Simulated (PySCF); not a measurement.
# Bond curve of RbCa

Set-up: Rb def2-SVP with ECP28, Ca def2-SVP; scalar-relativistic core potentials (PySCF 2.14). Energies in eV from Rb + Ca in their ground configurations at the same level. State: ²Σ⁺ (doublet), unpaired electrons σ ↑.

All columns are PBE0. A positive dipole means Rb(−)Ca(+).

```tsv
R (Å)	E (eV)	μ (D)	Mulliken charge on Rb (basis-dependent)	HOMO (eV)	LUMO (eV)	Mayer bond order	⟨S²⟩
3.829	-0.098	-2.53	-0.04	-2.78	-1.41	0.52	0.77
4.007	-0.162	-2.60	-0.05	-2.79	-1.43	0.51	0.77
4.185	-0.196	-2.62	-0.06	-2.81	-1.45	0.48	0.77
4.318	-0.208	-2.60	-0.06	-2.82	-1.46	0.45	0.77
4.452	-0.211	-2.57	-0.06	-2.83	-1.47	0.43	0.76
4.586	-0.208	-2.52	-0.06	-2.84	-1.48	0.40	0.76
4.764	-0.196	-2.44	-0.06	-2.85	-1.49	0.36	0.76
4.986	-0.176	-2.30	-0.05	-2.87	-1.49	0.31	0.76
5.253	-0.148	-2.10	-0.05	-2.88	-1.49	0.26	0.76
5.609	-0.111	-1.80	-0.04	-2.89	-1.47	0.19	0.75
```

A fit through these points gives, at Re = 4.441 Å, μ = -2.57 D and dμ/dR = 0.301 D/Å; the reduced mass is 27.17 u.

Task: How strong is the fundamental in the double-harmonic approximation, I = 42.26·(dμ/dR)²/μred km/mol?

Result: I = 42.26·(0.301)²/27.17 = 0.141 km/mol at PBE0.

The bond is weak. Basis-set superposition, not corrected here, can be much of De in a small basis, most of all at correlated wavefunction levels. Functionals without a dispersion term scatter widely for such bonds, and LDA overbinds them. Spin–orbit coupling is left out. The state is the lowest determinant that a PBE0 search found; another state may lie lower at other levels.
